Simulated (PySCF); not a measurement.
These are B3LYP-D3(BJ)/def2-TZVP // B3LYP-D3(BJ)/def2-SVP (PySCF 2.14.0) values and carry that method's errors. All species are isolated molecules in the gas phase. One relaxed conformer stands for a flexible species; it need not be the lowest. B3LYP has the VWN-RPA correlation part, as in Gaussian. Excitations are Tamm–Dancoff values on a coarser integration grid. The basis has no diffuse functions, so Rydberg states are missing or too high.

Reference species (SMILES): `O[Si](O)(O)O` (neutral, multiplicity 1).

The T1 excitation (TDA) is 7.40 eV and the S1–T1 gap (TDA) is 0.32 eV. The S1 excitation (TDA) is 7.72 eV and the HOMO–LUMO gap is 8.83 eV.

After one change: the T1 excitation (TDA) falls by 0.91 eV; the S1–T1 gap (TDA) falls by 0.12 eV; the S1 excitation (TDA) falls by 1.03 eV; the HOMO–LUMO gap drops by 1.17 eV.

### Question
Name the change that produced these shifts. The new species is one of these.
A. `CC[Si](CC)(CC)CC`
B. `CC[Si](O)(O)O`
C. `CC[Si](O)(CC)CC`

### Answer
C, `CC[Si](O)(CC)CC`
